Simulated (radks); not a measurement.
Coherent X-ray form factor from a spherical all-electron density. Calculated with a radial shooting solver on a logarithmic mesh with Libxc functionals: Dirac Kohn-Sham, PBE, spin-unpolarised, spherical densities, point nucleus.

sin(theta)/lambda (1/angstrom)  f0 (electrons)
0.05                                    22.238
0.1                                     20.508
0.15                                    18.638
0.2                                     16.939
0.25                                    15.404
0.3                                     13.991
0.4                                     11.544
0.5                                      9.688
0.6                                      8.394
0.8                                      6.892
1                                        5.964
1.25                                     4.928
1.5                                      3.954
2                                        2.510

The species is in the configuration that NIST lists as its ground one. Which atom or ion scatters so?

Answer. Neutral vanadium, [Ar] 3d3 4s2. Extrapolating in s^2 from the first two rows gives f0(0) = 22.8, near the electron count 23; among species with that count, the fall with angle is slower the higher Z, and the table is that of Z = 23; from so few rows the species is fixed only to a neighbour or two.
